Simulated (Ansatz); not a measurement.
`C[CH2][Cd][CH3]` → 3 C• + Cd (atom) + 8 H•  (atomization)

Computed with Ansatz on PBE0-D4/def2-TZVP structures; ΔE is electronic, products minus reactants. CCSD(T)/CBS is the MP2 limit (def2-TZVPP, def2-QZVPP) plus CCSD(T) − MP2 in def2-TZVPP, frozen cores. This one scheme is used for every species, atoms too. DFT in def2-TZVPP. B3LYP here is the variant with VWN-RPA as its local correlation; programs differ in this. Open shells (•) are unrestricted, without spin–orbit coupling. Spin–orbit coupling would lower the free atoms: a little for C. Elements past krypton have def2 core potentials. Bonds to Cd are less sure, by a few kJ/mol each and by 10 to 20 or more in all where they break to atoms, as the def2 sets lack core-valence functions. One conformer a species, not always the lowest.

`C[CH2][Cd][CH3]`:

```xyz
12

C     0.861    2.022   -0.341
C     0.163    1.224    0.756
Cd   -0.365   -0.770    0.229
C    -0.890   -2.753   -0.294
H     0.240    2.121   -1.235
H     1.108    3.038   -0.012
H     1.798    1.554   -0.655
H     0.796    1.170    1.647
H    -0.754    1.733    1.070
H    -0.048   -3.262   -0.768
H    -1.731   -2.757   -0.991
H    -1.178   -3.320    0.594
```

```csv
level,ΔE (kJ/mol),difference from CCSD(T)/CBS
r2SCAN0-D4,4086.7,-15.6
ωB97M-V,4120.8,18.5
B2PLYP,4057.6,-44.7
PBE,4140.0,37.7
PBE0,4106.1,3.8
B3LYP,4064.7,-37.6
CCSD/def2-SVP,3908.0,-194.3
HF/def2-TZVPP,3077.8,-1024.5
SCS-MP2/def2-TZVPP,4036.6,-65.7
MP2/def2-QZVPP,4093.9,-8.4
CCSD(T)/CBS,4102.3,0
```

Largest T1 diagnostic among the species: 0.015.

From PBE to PBE0 (25 % exact exchange), in def2-TZVPP and without D4, ΔE moves by −33.9 kJ/mol: exact exchange takes away binding that semilocal exchange gives to molecules. In def2-TZVPP, CCSD(T) changes the Hartree–Fock value by +942.5 kJ/mol (the triples alone add +48.7 kJ/mol) and MP2 by +966.6 kJ/mol; breaking electron pairs costs correlation energy, which Hartree–Fock lacks.

For atomizations the MP2-based limit and the directly extrapolated one differ by several kJ/mol either way, and by 10 to 25 for some Ge, Se and Sn compounds, so smaller differences from it don't rank the levels.
